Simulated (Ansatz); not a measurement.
Reaction (formal exchange of groups at a Te–Si bond): `C[Te][SiH](N)F` + `BF` → `C[Te]BF` + `N[SiH2]F`

Program: Ansatz. Geometries: PBE0-D4/def2-TZVP. ΔE: electronic, gas phase. CBS: MP2 limit from def2 TZ/QZ plus the TZ coupled-cluster correction, frozen cores. This one scheme is used for every species. Functionals use def2-TZVPP. B3LYP here is the variant with VWN-RPA as its local correlation; programs differ in this. Elements past krypton have def2 core potentials. For Te outer-core shells are correlated without core-valence functions, which leaves a few kJ/mol of doubt a bond. One conformer a species, not always the lowest.

```csv
level,ΔE (kJ/mol),difference from CCSD(T)/CBS
PBE-D4,-10.4,-4.9
r2SCAN-D4,-10.7,-5.2
PBE0-D4,-5.8,-0.3
B3LYP-D4,-4.3,1.2
ωB97X-V,-4.9,0.6
ωB97M-V,-4.8,0.7
B2PLYP,-10.7,-5.2
PBE,-16.0,-10.5
r2SCAN,-12.3,-6.8
PBE0,-10.9,-5.4
B3LYP,-13.2,-7.7
HF/def2-TZVPP,-2.3,3.2
MP2/def2-TZVPP,-7.4,-1.9
SCS-MP2/def2-TZVPP,-7.8,-2.3
CCSD/def2-TZVPP,-9.4,-3.9
CCSD(T)/def2-TZVPP,-10.8,-5.3
HF/def2-QZVPP,-2.2,3.3
MP2/def2-QZVPP,-4.3,1.2
SCS-MP2/def2-QZVPP,-4.9,0.6
HF/CBS(def2),-2.2,3.3
MP2/CBS(def2),-2.1,3.4
CCSD/CBS(def2),-4.1,1.4
CCSD(T)/CBS,-5.5,0
```

Largest T1 diagnostic among the species: 0.013.

The D4 term adds +8.9 kJ/mol with B3LYP and +5.1 kJ/mol with PBE0; it sums over pairs of atoms, weighted by their polarisabilities, and B3LYP, whose exchange is more repulsive, gets the larger term. From PBE to PBE0 (25 % exact exchange), in def2-TZVPP and without D4, ΔE moves by +5.1 kJ/mol.
